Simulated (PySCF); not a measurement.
C2H3AlClF, SMILES C=[CH][Al]([F])[Cl].

Geometry: PBE0-D3(BJ)/def2-SVP. One conformer was computed; it need not be the lowest.

Two levels are set side by side: PBE/def2-TZVP (PySCF) and B3LYP/def2-TZVP (PySCF). Same geometry, gas phase. Differences are taken from unrounded values.

| quantity | PBE |
|---|---|
| orbital gap (eV) | 5.00 |
| highest occupied level (eV) | -7.42 |
| lowest empty level (eV) | -2.42 |
| dipole moment (D) | 2.34 |
| mean polarisability (bohr³) | 58.5 |

Q: These are the PBE values. What does B3LYP give? (An estimate is asked for; the answer gives what the named calculation found.)

A: 
```tsv
quantity	B3LYP	PBE minus B3LYP
orbital gap (eV)	6.54	-1.54
highest occupied level (eV)	-8.28	0.86
lowest empty level (eV)	-1.73	-0.68
dipole moment (D)	2.39	-0.05
mean polarisability (bohr³)	56.7	1.9
```

Without exact exchange PBE keeps part of each electron's self-repulsion, which lifts occupied levels and narrows the gap. Loosely held outer electrons make PBE densities more polarisable. Differences between two approximate levels are no errors against the true value.

Rough cost on one machine, each run with all the roots and properties that it gave: B3LYP against PBE within a factor of 2.
